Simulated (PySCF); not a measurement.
B2PLYP on Pm⁺ (promethium, charge +1)

Configuration: [Xe] 4f5 5d1, one real determinant (an excited configuration). Computed with PySCF 2.14 in ANO-RCC-VTZP, with scalar relativity by spin-free X2C-1e.

```
Total energy, PT2 part included                               : -10018.47 hartree
One-electron energy                                           : -13677.37 hartree
Hartree (Coulomb) energy                                      : 3890.29 hartree
Exchange-correlation energy                                   : -231.27 hartree
PT2 correlation before scaling by 0.27                        : -0.49909 hartree
⟨S²⟩                                                          : 12.0038
⟨L²⟩                                                          : 30.012
Sum of ⟨r⟩                                                    : 38.36 bohr
Sum of ⟨r²⟩                                                   : 53.56 bohr²
Traceless quadrupole moment −½Σ⟨3z² − r²⟩ along its main axis : 3.20 e·bohr²
Langevin diamagnetic susceptibility                           : -42.4 ×10⁻⁶ cm³/mol
Time after the integrals                                      : about 15 core-seconds
```

```json
{"shell": "1s α", "electrons": "1", "mean orbital energy (eV)": "-45173.7", "spread (eV)": "0", "rms radius, mean of both spins (bohr)": "0.0264"}
{"shell": "1s β", "electrons": "1", "mean orbital energy (eV)": "-45173.7", "spread (eV)": "0", "rms radius, mean of both spins (bohr)": "0.0264"}
{"shell": "2s α", "electrons": "1", "mean orbital energy (eV)": "-7409.7", "spread (eV)": "0", "rms radius, mean of both spins (bohr)": "0.107"}
{"shell": "2s β", "electrons": "1", "mean orbital energy (eV)": "-7409.6", "spread (eV)": "0", "rms radius, mean of both spins (bohr)": "0.107"}
{"shell": "2p α", "electrons": "3", "mean orbital energy (eV)": "-6624.1", "spread (eV)": "0.052", "rms radius, mean of both spins (bohr)": "0.0959"}
{"shell": "2p β", "electrons": "3", "mean orbital energy (eV)": "-6624.0", "spread (eV)": "0.075", "rms radius, mean of both spins (bohr)": "0.0959"}
{"shell": "3s α", "electrons": "1", "mean orbital energy (eV)": "-1645.4", "spread (eV)": "0", "rms radius, mean of both spins (bohr)": "0.278"}
{"shell": "3s β", "electrons": "1", "mean orbital energy (eV)": "-1643.4", "spread (eV)": "0", "rms radius, mean of both spins (bohr)": "0.278"}
{"shell": "3p α", "electrons": "3", "mean orbital energy (eV)": "-1394.9", "spread (eV)": "0.222", "rms radius, mean of both spins (bohr)": "0.278"}
{"shell": "3p β", "electrons": "3", "mean orbital energy (eV)": "-1392.8", "spread (eV)": "0.332", "rms radius, mean of both spins (bohr)": "0.278"}
{"shell": "3d α", "electrons": "5", "mean orbital energy (eV)": "-1046.5", "spread (eV)": "0.431", "rms radius, mean of both spins (bohr)": "0.256"}
{"shell": "3d β", "electrons": "5", "mean orbital energy (eV)": "-1044.4", "spread (eV)": "0.424", "rms radius, mean of both spins (bohr)": "0.256"}
{"shell": "4s α", "electrons": "1", "mean orbital energy (eV)": "-343.69", "spread (eV)": "0", "rms radius, mean of both spins (bohr)": "0.630"}
{"shell": "4s β", "electrons": "1", "mean orbital energy (eV)": "-338.14", "spread (eV)": "0", "rms radius, mean of both spins (bohr)": "0.630"}
{"shell": "4p α", "electrons": "3", "mean orbital energy (eV)": "-260.02", "spread (eV)": "0.272", "rms radius, mean of both spins (bohr)": "0.669"}
{"shell": "4p β", "electrons": "3", "mean orbital energy (eV)": "-254.02", "spread (eV)": "0.566", "rms radius, mean of both spins (bohr)": "0.669"}
{"shell": "4d α", "electrons": "5", "mean orbital energy (eV)": "-139.49", "spread (eV)": "1.596", "rms radius, mean of both spins (bohr)": "0.743"}
{"shell": "4d β", "electrons": "5", "mean orbital energy (eV)": "-132.13", "spread (eV)": "1.151", "rms radius, mean of both spins (bohr)": "0.743"}
{"shell": "5s α", "electrons": "1", "mean orbital energy (eV)": "-52.382", "spread (eV)": "0", "rms radius, mean of both spins (bohr)": "1.55"}
{"shell": "5s β", "electrons": "1", "mean orbital energy (eV)": "-49.477", "spread (eV)": "0", "rms radius, mean of both spins (bohr)": "1.55"}
{"shell": "5p α", "electrons": "3", "mean orbital energy (eV)": "-31.002", "spread (eV)": "0.134", "rms radius, mean of both spins (bohr)": "1.83"}
{"shell": "5p β", "electrons": "3", "mean orbital energy (eV)": "-28.456", "spread (eV)": "0.795", "rms radius, mean of both spins (bohr)": "1.83"}
{"shell": "4f α", "electrons": "5", "mean orbital energy (eV)": "-12.184", "spread (eV)": "1.520", "rms radius, mean of both spins (bohr)": "1.17"}
{"shell": "5d α", "electrons": "1", "mean orbital energy (eV)": "-8.230", "spread (eV)": "0", "rms radius, mean of both spins (bohr)": "3.38"}
```

⟨L²⟩ = 30.01 against 56 for a pure K term, so this real determinant mixes terms. Spin-orbit coupling, absent here, splits the open shell strongly.

Densities and radii are taken from the X2C orbitals without a picture-change correction, which distorts them close to the nucleus.

The orbital energies are those of the SCF part of the double hybrid.
